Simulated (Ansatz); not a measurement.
C₂H₆AlF, charge +1, doublet, at a GFN2-xTB geometry (such geometries of metal compounds can be far from the true shape) (a state made from the parent by changing its charge; the spin is typed, not shown lowest). Base run: B3LYP/def2-SVP (Ansatz, a first-principles code).

Geometry (Å):
```xyz
10

Al    -0.0674     0.0432    -0.0646
C      1.8548    -0.1871    -0.6765
H      2.1056    -1.2499    -0.6386
H      2.5018     0.3916    -0.0128
H      1.8740     0.2001    -1.7028
C     -0.6709    -0.5476     1.7812
H     -1.3941    -1.3560     1.6307
H     -1.1637     0.3206     2.2327
H      0.1972    -0.8763     2.3554
F     -1.1498     0.7130    -1.0725
```
Charge +1, spin multiplicity 2.
Orbitals are unrestricted.
All else is at Ansatz's defaults.
Base energy -421.64151 Eh.

Variants of this job, named by their change:

```
change                                                           ΔE vs base (mEh)
---------------------------------------------------------------  ----------------
base                                                                        0.000
lower_state_search = off                                                    0.000
point_charge = charge:1.0 position_ang:-4.7646, -1.4231, 2.1477            95.030
nuclear_model = gaussian                                                    0.144
final_grid = 6, 12, 29                                                      0.003
fitting.mean_field = cc-pVTZ-JKFIT                                         -0.061
final_grid = 10, 20, 41                                                     0.000
point_charge = charge:-1.0 position_ang:-0.9756, 5.0671, 1.3842           -93.876
final_grid = 14, 28, 59                                                     0.000
point_charge = charge:0.5 position_ang:-1.4253, -5.407, -0.7715            46.790
accuracy = high                                                             0.000
```
